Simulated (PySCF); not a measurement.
CH8OSi2. Atoms are numbered in the order given.

```xyz
12

Si     1.7824     0.6339     0.8038
O      0.2523     0.1949     0.3539
Si    -0.6891    -0.4949    -0.8307
C     -2.4675    -0.4676    -0.2748
H      2.6760    -0.5633     0.8639
H      2.3562     1.6112    -0.1713
H      1.7153     1.2656     2.1519
H     -0.5208     0.2745    -2.1035
H     -0.2307    -1.8997    -1.0678
H     -3.1179    -0.9208    -1.0395
H     -2.5916    -1.0320     0.6619
H     -2.8062     0.5652    -0.1020
```

Geometry optimised at PBE0-D3(BJ)/def2-SVP. The values are those of a single conformer.

Method: PBE/def2-TZVP run with PySCF.

Atomic charges (e):

```json
[
 {"atom": "Si1", "Löwdin": "0.12", "IAO": "0.82"},
 {"atom": "O2", "Löwdin": "0.00", "IAO": "-0.85"},
 {"atom": "Si3", "Löwdin": "0.14", "IAO": "0.98"},
 {"atom": "C4", "Löwdin": "-0.47", "IAO": "-0.75"},
 {"atom": "H5", "Löwdin": "-0.04", "IAO": "?"},
 {"atom": "H6", "Löwdin": "-0.04", "IAO": "?"},
 {"atom": "H7", "Löwdin": "-0.04", "IAO": "?"},
 {"atom": "H8", "Löwdin": "-0.04", "IAO": "?"},
 {"atom": "H9", "Löwdin": "-0.04", "IAO": "?"},
 {"atom": "H10", "Löwdin": "0.13", "IAO": "?"},
 {"atom": "H11", "Löwdin": "0.13", "IAO": "?"},
 {"atom": "H12", "Löwdin": "0.13", "IAO": "?"}
]
```

Q: Some entries are withheld; supply them. (Estimate from the structure and the level; the computed values follow.)

A: 
- H5, IAO: -0.14
- H6, IAO: -0.14
- H7, IAO: -0.13
- H8, IAO: -0.15
- H9, IAO: -0.15
- H10, IAO: 0.17
- H11, IAO: 0.17
- H12, IAO: 0.17

Computed Mayer and Wiberg (Löwdin basis) orders of the bonds:
```json
[
 {"bond": "Si1–O2", "Mayer": "1.19", "Wiberg": "1.63"},
 {"bond": "O2–Si3", "Mayer": "1.13", "Wiberg": "1.56"},
 {"bond": "Si3–C4", "Mayer": "1.04", "Wiberg": "1.27"},
 {"bond": "Si1–H5", "Mayer": "0.93", "Wiberg": "0.97"},
 {"bond": "Si1–H6", "Mayer": "0.93", "Wiberg": "0.97"},
 {"bond": "Si1–H7", "Mayer": "0.94", "Wiberg": "0.97"},
 {"bond": "Si3–H8", "Mayer": "0.93", "Wiberg": "0.92"},
 {"bond": "Si3–H9", "Mayer": "0.93", "Wiberg": "0.92"},
 {"bond": "C4–H10", "Mayer": "0.94", "Wiberg": "0.90"},
 {"bond": "C4–H11", "Mayer": "0.94", "Wiberg": "0.90"},
 {"bond": "C4–H12", "Mayer": "0.94", "Wiberg": "0.90"}
]
```
